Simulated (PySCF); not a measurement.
**L and K shells in `C[SiH2]C[C@@H](F)[SiH3]`**

Compound: C3H11FSi2.
Atom-mapped SMILES: `[CH3:1][SiH2:2][CH2:3][C@@H:4]([F:5])[SiH3:6]`

Cartesian coordinates in Å at the PBE0-D3(BJ)/def2-SVP level; atoms count from 1:
```
atom  x, y, z in Å
C1     2.3956    0.2008    1.0400
Si2    1.4885   -0.8070   -0.2551
C3    -0.1331    0.0230   -0.8025
C4    -1.2551   -0.1018    0.2109
F5    -0.7813    0.2396    1.4834
Si6   -2.7628    1.0159   -0.1370
H7     2.6610    1.1923    0.6406
H8     1.7482    0.3470    1.9166
H9     3.3233   -0.2973    1.3599
H10    2.3464   -0.9730   -1.4728
H11    1.1589   -2.1736    0.2636
H12   -0.4545   -0.4396   -1.7510
H13    0.0829    1.0827   -1.0295
H14   -1.5795   -1.1576    0.2667
H15   -3.7872    0.8544    0.9362
H16   -3.3598    0.6417   -1.4561
H17   -2.3027    2.4358   -0.1851
```

Level of theory: delta-SCF UKS SCAN, pcX-2 on the ionised atom, pcseg-1 elsewhere, spin-free X2C in PySCF. Binding energies are ΔSCF values: E(core-ionised, relaxed orbitals) − E(ground state) at a fixed geometry, referred to the vacuum level. 2p3/2 and 2p1/2 are the ΔSCF energy of one spin-free 2p hole plus the eigenvalues of a spin–orbit and ligand-field matrix of the shell. The splitting includes the ligand field, and 2p3/2 is the mean of two sublevels.

| atom | mean of the 2p shell (eV) | splitting (eV) |
| --- | --- | --- |
| Si2 | 106.532 | 0.624 |
| Si6 | 107.004 | 0.623 |

Q: Where do the two lines of each doublet lie?

A: 2p3/2 = mean − splitting/3 and 2p1/2 = mean + 2 × splitting/3:

```tsv
atom	environment	2p3/2 (eV)	2p1/2 (eV)
Si2	SiH2 silicon	106.32	106.95
Si6	SiH3 silicon	106.80	107.42
```

Q: What are the 1s binding energies of the same atoms?

A: Si2 1846.10 eV; Si6 1846.51 eV.

Q: Which Kα1 and Kα2 emission energies and wavelengths follow?

A: The photon carries the difference of the 1s-hole and 2p-hole states, both at the ground state's geometry; λ = 12398.42 eV Å/E.

| atom | Kα1 (eV) | Kα2 (eV) | λ(Kα1) (Å) | λ(Kα2) (Å) |
| --- | --- | --- | --- | --- |
| Si2 | 1739.78 | 1739.15 | 7.1264 | 7.1290 |
| Si6 | 1739.71 | 1739.09 | 7.1267 | 7.1293 |

Over the 2 silicon sites the 1s value ranges over 0.41 eV, 2p3/2 over 0.48 eV and Kα1, their difference, over 0.07 eV.

Q: And the 1s levels of the other atoms?

A: C1 (Si-methyl carbon) 290.06 eV; C3 (sp3 carbon bound to silicon) 290.38 eV; C4 (sp3 C–F carbon) 292.44 eV; F5 (alkyl fluorine) 692.00 eV.

Geometry: PBE0-D3(BJ)/def2-SVP, one conformer, isolated molecule.
